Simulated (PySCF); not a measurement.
F₃OTa, SMILES [Ta]([F])([F])([F])=[O] (connectivity only; charge and spin as stated), charge +1, multiplicity 2.

Geometry: B3LYP-D3(BJ)/def2-SVP. The spin state was assumed, not searched. The isomer is the one that the SMILES or the coordinates give; other isomers of the formula were not compared. The def2 effective core potentials stand for the cores of Ta; spin–orbit coupling is left out.

Two levels are set side by side: PBE/def2-TZVP (PySCF) and CAM-B3LYP/def2-TZVP (PySCF). Same geometry, gas phase. Differences are taken from unrounded values.

```tsv
quantity	CAM-B3LYP
α-spin orbital gap (eV)	11.39
β-spin orbital gap (eV)	6.76
mean polarisability (bohr³)	33.4
```

**Question.** What does PBE give, and how far is it from CAM-B3LYP? (Estimate from the structure and the level; the computed values follow.)

**Answer.** 
```csv
quantity,PBE,PBE minus CAM-B3LYP
α-spin orbital gap (eV),5.99,-5.40
β-spin orbital gap (eV),0.73,-6.04
mean polarisability (bohr³),37.5,4.1
```

Loosely held outer electrons make PBE densities more polarisable. Differences between two approximate levels are no errors against the true value.

Rough cost on one machine, each run with all the roots and properties that it gave: CAM-B3LYP against PBE within a factor of 2.
